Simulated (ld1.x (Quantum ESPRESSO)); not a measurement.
# What the settings do to the TM semilocal potential of Mo (Z = 42)

Base potential:

Mo (Z = 42), norm-conserving Troullier–Martins (semilocal form), made with ld1.x (Quantum ESPRESSO) 7.5 (BP86, non-relativistic). Core [Ar] 3d10, reference 4s2 4p6 4d5 5s1 5p0. Waves: 4s (bound): rc 1.90 bohr; 4p (bound): rc 1.90 bohr; 4d (bound): rc 1.60 bohr. Local part: the d channel. Core correction: Bessel-smoothed model core inside 0.80 bohr.

Occupied shells without a wave of their own: 5s. They enter only through the test configuration that unscreens the potential, and ld1.x also counts them in the model core charge.

Cutoffs, loose and tight: the cutoffs (Ry, on a coarse ladder) from which the occupation-weighted sum of valence levels, in a spherical-Bessel basis at the reference potential, stays within 10 and 1 mRy of its value at 400 Ry. They do not see the model core or the augmentation charge, which bear on the density cutoff. Test errors are all-electron minus pseudo excitation energies from the reference, over the configurations 4s2 4p6 4d5 5s0 5p0; 4s2 4p6 4d4 5s0 5p0; 4s2 4p6 4d3 5s0 5p0; 4s2 4p6 4d4 5s1 5p1; 4s1 4p6 4d5 5s1 5p0; 4s2 4p6 4d5.5 5s0.5 5p0; 4s2 4p5 4d5 5s1 5p0. A dash means not determined; rows that change the core or the reference have their own tests.

With those shells counted twice in exchange and correlation these files are broken, and their errors move erratically; no question is asked of them.

A semilocal file is local in each channel, so a ghost entry of none says nothing of the separable form that plane-wave codes build from it.

```csv
change,outcome,"cutoff, loose","cutoff, tight",bound ghosts,largest test error (meV)
base,"generated, misses its reference levels by 1.21 eV",45 Ry,55 Ry,none,-3893
core correction none,"generated, misses its reference levels by 1.21 eV",45 Ry,55 Ry,none,-3334
core correction Bessel-smoothed model core inside 0.72 bohr,"generated, misses its reference levels by 1.21 eV",45 Ry,55 Ry,none,-3893
core correction Bessel-smoothed model core inside 0.82 bohr,"generated, misses its reference levels by 1.21 eV",45 Ry,55 Ry,none,-3893
core correction Bessel-smoothed model core inside 1.04 bohr,"generated, misses its reference levels by 1.21 eV",45 Ry,55 Ry,none,-3893
core correction Bessel-smoothed model core inside 1.16 bohr,"generated, misses its reference levels by 1.21 eV",45 Ry,55 Ry,none,-3893
core correction Bessel-smoothed model core inside 1.38 bohr,"generated, misses its reference levels by 1.21 eV",45 Ry,55 Ry,none,-3892
core correction Bessel-smoothed model core inside 1.56 bohr,"generated, misses its reference levels by 1.21 eV",45 Ry,55 Ry,none,-3889
core correction Bessel-smoothed model core inside 1.78 bohr,"generated, misses its reference levels by 1.21 eV",45 Ry,55 Ry,none,-3889
core correction Bessel-smoothed model core inside 1.96 bohr,"generated, misses its reference levels by 1.21 eV",45 Ry,55 Ry,none,-3889
```
